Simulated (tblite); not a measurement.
Species: C₄H₅ClF₂O.
Atom-mapped SMILES: `[CH2:1]=[C:2]([F:3])[O:4][CH2:5][C@H:6]([F:7])[Cl:8]` (hydrogens: H9, H10 on C1; H11, H12 on C5; H13 on C6)

Computed with GFN2-xTB (tblite), gas phase: Langevin dynamics at 300 K from the optimised GFN2-xTB geometry, time step 0.5 fs, friction 0.01 fs⁻¹, 2000 steps. The instantaneous temperature is 2·E(kin)/(3Nk) with all 3N coordinates.

```json
{"t (fs)": "0", "T (K)": "250", "E(pot) above start (eV)": "0.000", "C1=C2 (Å)": "1.319", "C2–F3 (Å)": "1.353", "C2–O4 (Å)": "1.345", "O4–C5 (Å)": "1.410", "C5–C6 (Å)": "1.530", "C1–H9 (Å)": "1.071", "C1–C2–O4–C5 (°)": "171"}
{"t (fs)": "25", "T (K)": "208", "E(pot) above start (eV)": "0.301", "C1=C2 (Å)": "1.319", "C2–F3 (Å)": "1.378", "C2–O4 (Å)": "1.321", "O4–C5 (Å)": "1.404", "C5–C6 (Å)": "1.516", "C1–H9 (Å)": "1.059", "C1–C2–O4–C5 (°)": "-178"}
{"t (fs)": "50", "T (K)": "244", "E(pot) above start (eV)": "0.407", "C1=C2 (Å)": "1.321", "C2–F3 (Å)": "1.384", "C2–O4 (Å)": "1.328", "O4–C5 (Å)": "1.410", "C5–C6 (Å)": "1.548", "C1–H9 (Å)": "1.084", "C1–C2–O4–C5 (°)": "-171"}
{"t (fs)": "75", "T (K)": "317", "E(pot) above start (eV)": "0.294", "C1=C2 (Å)": "1.326", "C2–F3 (Å)": "1.389", "C2–O4 (Å)": "1.325", "O4–C5 (Å)": "1.439", "C5–C6 (Å)": "1.579", "C1–H9 (Å)": "1.062", "C1–C2–O4–C5 (°)": "-176"}
{"t (fs)": "100", "T (K)": "290", "E(pot) above start (eV)": "0.230", "C1=C2 (Å)": "1.303", "C2–F3 (Å)": "1.374", "C2–O4 (Å)": "1.300", "O4–C5 (Å)": "1.409", "C5–C6 (Å)": "1.535", "C1–H9 (Å)": "1.071", "C1–C2–O4–C5 (°)": "158"}
{"t (fs)": "125", "T (K)": "273", "E(pot) above start (eV)": "0.310", "C1=C2 (Å)": "1.331", "C2–F3 (Å)": "1.371", "C2–O4 (Å)": "1.376", "O4–C5 (Å)": "1.443", "C5–C6 (Å)": "1.494", "C1–H9 (Å)": "1.087", "C1–C2–O4–C5 (°)": "152"}
{"t (fs)": "150", "T (K)": "165", "E(pot) above start (eV)": "0.293", "C1=C2 (Å)": "1.300", "C2–F3 (Å)": "1.316", "C2–O4 (Å)": "1.365", "O4–C5 (Å)": "1.407", "C5–C6 (Å)": "1.519", "C1–H9 (Å)": "1.039", "C1–C2–O4–C5 (°)": "155"}
{"t (fs)": "175", "T (K)": "228", "E(pot) above start (eV)": "0.267", "C1=C2 (Å)": "1.335", "C2–F3 (Å)": "1.358", "C2–O4 (Å)": "1.378", "O4–C5 (Å)": "1.417", "C5–C6 (Å)": "1.564", "C1–H9 (Å)": "1.061", "C1–C2–O4–C5 (°)": "151"}
{"t (fs)": "200", "T (K)": "253", "E(pot) above start (eV)": "0.185", "C1=C2 (Å)": "1.344", "C2–F3 (Å)": "1.344", "C2–O4 (Å)": "1.371", "O4–C5 (Å)": "1.412", "C5–C6 (Å)": "1.540", "C1–H9 (Å)": "1.091", "C1–C2–O4–C5 (°)": "159"}
{"t (fs)": "225", "T (K)": "253", "E(pot) above start (eV)": "0.245", "C1=C2 (Å)": "1.319", "C2–F3 (Å)": "1.324", "C2–O4 (Å)": "1.338", "O4–C5 (Å)": "1.374", "C5–C6 (Å)": "1.533", "C1–H9 (Å)": "1.102", "C1–C2–O4–C5 (°)": "175"}
{"t (fs)": "250", "T (K)": "324", "E(pot) above start (eV)": "0.220", "C1=C2 (Å)": "1.287", "C2–F3 (Å)": "1.388", "C2–O4 (Å)": "1.336", "O4–C5 (Å)": "1.437", "C5–C6 (Å)": "1.539", "C1–H9 (Å)": "1.067", "C1–C2–O4–C5 (°)": "-174"}
{"t (fs)": "275", "T (K)": "275", "E(pot) above start (eV)": "0.289", "C1=C2 (Å)": "1.323", "C2–F3 (Å)": "1.421", "C2–O4 (Å)": "1.330", "O4–C5 (Å)": "1.453", "C5–C6 (Å)": "1.514", "C1–H9 (Å)": "1.088", "C1–C2–O4–C5 (°)": "179"}
{"t (fs)": "300", "T (K)": "267", "E(pot) above start (eV)": "0.329", "C1=C2 (Å)": "1.329", "C2–F3 (Å)": "1.337", "C2–O4 (Å)": "1.297", "O4–C5 (Å)": "1.402", "C5–C6 (Å)": "1.524", "C1–H9 (Å)": "1.067", "C1–C2–O4–C5 (°)": "168"}
{"t (fs)": "325", "T (K)": "287", "E(pot) above start (eV)": "0.295", "C1=C2 (Å)": "1.305", "C2–F3 (Å)": "1.366", "C2–O4 (Å)": "1.354", "O4–C5 (Å)": "1.435", "C5–C6 (Å)": "1.591", "C1–H9 (Å)": "1.073", "C1–C2–O4–C5 (°)": "179"}
{"t (fs)": "350", "T (K)": "312", "E(pot) above start (eV)": "0.342", "C1=C2 (Å)": "1.324", "C2–F3 (Å)": "1.391", "C2–O4 (Å)": "1.316", "O4–C5 (Å)": "1.424", "C5–C6 (Å)": "1.529", "C1–H9 (Å)": "1.074", "C1–C2–O4–C5 (°)": "178"}
{"t (fs)": "375", "T (K)": "293", "E(pot) above start (eV)": "0.347", "C1=C2 (Å)": "1.308", "C2–F3 (Å)": "1.354", "C2–O4 (Å)": "1.311", "O4–C5 (Å)": "1.385", "C5–C6 (Å)": "1.511", "C1–H9 (Å)": "1.115", "C1–C2–O4–C5 (°)": "177"}
{"t (fs)": "400", "T (K)": "294", "E(pot) above start (eV)": "0.395", "C1=C2 (Å)": "1.331", "C2–F3 (Å)": "1.356", "C2–O4 (Å)": "1.336", "O4–C5 (Å)": "1.431", "C5–C6 (Å)": "1.544", "C1–H9 (Å)": "1.055", "C1–C2–O4–C5 (°)": "-170"}
{"t (fs)": "425", "T (K)": "294", "E(pot) above start (eV)": "0.491", "C1=C2 (Å)": "1.323", "C2–F3 (Å)": "1.356", "C2–O4 (Å)": "1.338", "O4–C5 (Å)": "1.422", "C5–C6 (Å)": "1.586", "C1–H9 (Å)": "1.105", "C1–C2–O4–C5 (°)": "-178"}
{"t (fs)": "450", "T (K)": "349", "E(pot) above start (eV)": "0.323", "C1=C2 (Å)": "1.313", "C2–F3 (Å)": "1.318", "C2–O4 (Å)": "1.360", "O4–C5 (Å)": "1.401", "C5–C6 (Å)": "1.506", "C1–H9 (Å)": "1.052", "C1–C2–O4–C5 (°)": "168"}
{"t (fs)": "475", "T (K)": "320", "E(pot) above start (eV)": "0.338", "C1=C2 (Å)": "1.321", "C2–F3 (Å)": "1.326", "C2–O4 (Å)": "1.412", "O4–C5 (Å)": "1.383", "C5–C6 (Å)": "1.509", "C1–H9 (Å)": "1.080", "C1–C2–O4–C5 (°)": "158"}
{"t (fs)": "500", "T (K)": "385", "E(pot) above start (eV)": "0.354", "C1=C2 (Å)": "1.339", "C2–F3 (Å)": "1.396", "C2–O4 (Å)": "1.339", "O4–C5 (Å)": "1.378", "C5–C6 (Å)": "1.590", "C1–H9 (Å)": "1.061", "C1–C2–O4–C5 (°)": "141"}
{"t (fs)": "525", "T (K)": "282", "E(pot) above start (eV)": "0.435", "C1=C2 (Å)": "1.302", "C2–F3 (Å)": "1.427", "C2–O4 (Å)": "1.329", "O4–C5 (Å)": "1.391", "C5–C6 (Å)": "1.588", "C1–H9 (Å)": "1.067", "C1–C2–O4–C5 (°)": "136"}
{"t (fs)": "550", "T (K)": "240", "E(pot) above start (eV)": "0.504", "C1=C2 (Å)": "1.291", "C2–F3 (Å)": "1.338", "C2–O4 (Å)": "1.340", "O4–C5 (Å)": "1.467", "C5–C6 (Å)": "1.496", "C1–H9 (Å)": "1.107", "C1–C2–O4–C5 (°)": "139"}
{"t (fs)": "575", "T (K)": "268", "E(pot) above start (eV)": "0.376", "C1=C2 (Å)": "1.323", "C2–F3 (Å)": "1.387", "C2–O4 (Å)": "1.349", "O4–C5 (Å)": "1.449", "C5–C6 (Å)": "1.504", "C1–H9 (Å)": "1.048", "C1–C2–O4–C5 (°)": "147"}
{"t (fs)": "600", "T (K)": "350", "E(pot) above start (eV)": "0.354", "C1=C2 (Å)": "1.328", "C2–F3 (Å)": "1.361", "C2–O4 (Å)": "1.376", "O4–C5 (Å)": "1.443", "C5–C6 (Å)": "1.556", "C1–H9 (Å)": "1.070", "C1–C2–O4–C5 (°)": "153"}
{"t (fs)": "625", "T (K)": "255", "E(pot) above start (eV)": "0.436", "C1=C2 (Å)": "1.309", "C2–F3 (Å)": "1.289", "C2–O4 (Å)": "1.360", "O4–C5 (Å)": "1.404", "C5–C6 (Å)": "1.513", "C1–H9 (Å)": "1.104", "C1–C2–O4–C5 (°)": "156"}
{"t (fs)": "650", "T (K)": "302", "E(pot) above start (eV)": "0.423", "C1=C2 (Å)": "1.332", "C2–F3 (Å)": "1.425", "C2–O4 (Å)": "1.342", "O4–C5 (Å)": "1.419", "C5–C6 (Å)": "1.488", "C1–H9 (Å)": "1.051", "C1–C2–O4–C5 (°)": "150"}
{"t (fs)": "675", "T (K)": "222", "E(pot) above start (eV)": "0.464", "C1=C2 (Å)": "1.351", "C2–F3 (Å)": "1.391", "C2–O4 (Å)": "1.322", "O4–C5 (Å)": "1.445", "C5–C6 (Å)": "1.502", "C1–H9 (Å)": "1.082", "C1–C2–O4–C5 (°)": "139"}
{"t (fs)": "700", "T (K)": "208", "E(pot) above start (eV)": "0.492", "C1=C2 (Å)": "1.282", "C2–F3 (Å)": "1.322", "C2–O4 (Å)": "1.309", "O4–C5 (Å)": "1.442", "C5–C6 (Å)": "1.516", "C1–H9 (Å)": "1.066", "C1–C2–O4–C5 (°)": "138"}
{"t (fs)": "725", "T (K)": "290", "E(pot) above start (eV)": "0.403", "C1=C2 (Å)": "1.309", "C2–F3 (Å)": "1.414", "C2–O4 (Å)": "1.353", "O4–C5 (Å)": "1.444", "C5–C6 (Å)": "1.542", "C1–H9 (Å)": "1.060", "C1–C2–O4–C5 (°)": "134"}
{"t (fs)": "750", "T (K)": "257", "E(pot) above start (eV)": "0.360", "C1=C2 (Å)": "1.335", "C2–F3 (Å)": "1.376", "C2–O4 (Å)": "1.340", "O4–C5 (Å)": "1.409", "C5–C6 (Å)": "1.528", "C1–H9 (Å)": "1.063", "C1–C2–O4–C5 (°)": "148"}
{"t (fs)": "775", "T (K)": "314", "E(pot) above start (eV)": "0.386", "C1=C2 (Å)": "1.327", "C2–F3 (Å)": "1.342", "C2–O4 (Å)": "1.362", "O4–C5 (Å)": "1.402", "C5–C6 (Å)": "1.487", "C1–H9 (Å)": "1.082", "C1–C2–O4–C5 (°)": "141"}
{"t (fs)": "800", "T (K)": "378", "E(pot) above start (eV)": "0.435", "C1=C2 (Å)": "1.306", "C2–F3 (Å)": "1.409", "C2–O4 (Å)": "1.381", "O4–C5 (Å)": "1.461", "C5–C6 (Å)": "1.504", "C1–H9 (Å)": "1.068", "C1–C2–O4–C5 (°)": "143"}
{"t (fs)": "825", "T (K)": "209", "E(pot) above start (eV)": "0.666", "C1=C2 (Å)": "1.313", "C2–F3 (Å)": "1.313", "C2–O4 (Å)": "1.334", "O4–C5 (Å)": "1.419", "C5–C6 (Å)": "1.580", "C1–H9 (Å)": "1.095", "C1–C2–O4–C5 (°)": "132"}
{"t (fs)": "850", "T (K)": "342", "E(pot) above start (eV)": "0.474", "C1=C2 (Å)": "1.349", "C2–F3 (Å)": "1.341", "C2–O4 (Å)": "1.397", "O4–C5 (Å)": "1.413", "C5–C6 (Å)": "1.540", "C1–H9 (Å)": "1.072", "C1–C2–O4–C5 (°)": "149"}
{"t (fs)": "875", "T (K)": "319", "E(pot) above start (eV)": "0.484", "C1=C2 (Å)": "1.328", "C2–F3 (Å)": "1.356", "C2–O4 (Å)": "1.383", "O4–C5 (Å)": "1.412", "C5–C6 (Å)": "1.509", "C1–H9 (Å)": "1.041", "C1–C2–O4–C5 (°)": "130"}
{"t (fs)": "900", "T (K)": "280", "E(pot) above start (eV)": "0.477", "C1=C2 (Å)": "1.303", "C2–F3 (Å)": "1.324", "C2–O4 (Å)": "1.373", "O4–C5 (Å)": "1.381", "C5–C6 (Å)": "1.545", "C1–H9 (Å)": "1.109", "C1–C2–O4–C5 (°)": "139"}
{"t (fs)": "925", "T (K)": "401", "E(pot) above start (eV)": "0.430", "C1=C2 (Å)": "1.341", "C2–F3 (Å)": "1.361", "C2–O4 (Å)": "1.343", "O4–C5 (Å)": "1.461", "C5–C6 (Å)": "1.555", "C1–H9 (Å)": "1.064", "C1–C2–O4–C5 (°)": "141"}
{"t (fs)": "950", "T (K)": "290", "E(pot) above start (eV)": "0.547", "C1=C2 (Å)": "1.322", "C2–F3 (Å)": "1.356", "C2–O4 (Å)": "1.278", "O4–C5 (Å)": "1.440", "C5–C6 (Å)": "1.577", "C1–H9 (Å)": "1.081", "C1–C2–O4–C5 (°)": "148"}
{"t (fs)": "975", "T (K)": "276", "E(pot) above start (eV)": "0.374", "C1=C2 (Å)": "1.306", "C2–F3 (Å)": "1.371", "C2–O4 (Å)": "1.323", "O4–C5 (Å)": "1.427", "C5–C6 (Å)": "1.552", "C1–H9 (Å)": "1.100", "C1–C2–O4–C5 (°)": "147"}
{"t (fs)": "1000", "T (K)": "367", "E(pot) above start (eV)": "0.467", "C1=C2 (Å)": "1.340", "C2–F3 (Å)": "1.412", "C2–O4 (Å)": "1.343", "O4–C5 (Å)": "1.369", "C5–C6 (Å)": "1.513", "C1–H9 (Å)": "1.043", "C1–C2–O4–C5 (°)": "148"}
```

Task: From 500 fs on, how do temperature and potential energy compare with equipartition?

Result: The mean temperature of these 21 frames is 297 K against the target 300 K, and the mean potential energy 0.44 eV against 33 × kT/2 = 0.43 eV for 33 classical harmonic modes. For 13 atoms in a canonical ensemble the temperature itself scatters by T·√(2/(3N)) = 68 K; here its standard deviation is 56 K. The whole run lasts only 10 friction times of 100 fs, so these averages carry a wide statistical error.

Task: What are the kinetic and total energies of the listed frame with the highest potential energy?

Result: The one at 825 fs, 0.666 eV above the start. Its kinetic energy is 3NkT/2 = 0.351 eV at 209 K, so the sum is 1.02 eV; over the listed frames the sum runs from 0.42 to 1.10 eV, since the thermostat adds and removes energy.

Task: How much do the listed bonds fluctuate from 500 fs on?

Result: 
```
 bond  at the start (Å)  mean (Å)  standard deviation (Å)
C1=C2             1.319     1.321                   0.018
C2–F3             1.353     1.367                   0.038
C2–O4             1.345     1.346                   0.027
O4–C5             1.410     1.423                   0.028
C5–C6             1.530     1.533                   0.032
C1–H9             1.071     1.073                   0.020
```

The motion is classical and holds no zero-point motion.

What follows is the cost of the whole dynamics run. Time: 9.0 s of wall time; peak memory 0.18 GiB. Hardware: an Arm Neoverse V2 with one thread, shared host with 96 logical CPUs at a one-minute load of 11.
